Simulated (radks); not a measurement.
Values are calculated unless marked as measured or tabulated.
Species: the dysprosium ion Dy2+. Configuration: [Xe] 4f9 7f1 (not the ground configuration). Code: a radial shooting solver on a logarithmic mesh with Libxc functionals. Model: scalar-relativistic Kohn-Sham, PBE, spin-unpolarised, spherical densities, finite nucleus; Fermi nuclear charge, rms radius 5.2218 fm. Some entries of the table are withheld. Estimate them.

| orbital | occ. | eigenvalue (hartree) | <r^2> (bohr^2) | <1/r> (bohr^-1) |
|---|---|---|---|---|
| 1s | 2 | -1972.719 | 0.0006095 | 74.55 |
| 2s | 2 | -329.4446 | 0.009521 | 17.33 |
| 2p | 6 | -292.4648 | 0.007707 | 16.09 |
| 3s | 2 | -74.21668 | 0.06286 | 6.376 |
| 3p | 6 | -62.86125 | 0.06313 | 5.976 |
| 3d | 10 | (1) | 0.05284 | 5.668 |
| 4s | 2 | -15.57537 | 0.3164 | 2.691 |
| 4p | 6 | -11.83222 | 0.3577 | (2) |
| 4d | 10 | (3) | 0.4285 | 2.179 |
| 5s | 2 | -2.78687 | 1.824 | 1.040 |
| 5p | 6 | -1.88092 | 2.474 | 0.8812 |
| 4f | 9 | (4) | 0.8432 | 1.621 |
| 7f | 1 | (5) | 249.7 | 0.09607 |

Answer. 
(1) 3d eigenvalue (hartree): -48.25114
(2) 4p <1/r> (bohr^-1): 2.469
(3) 4d eigenvalue (hartree): -6.73138
(4) 4f eigenvalue (hartree): -1.18433
(5) 7f eigenvalue (hartree): -0.11660
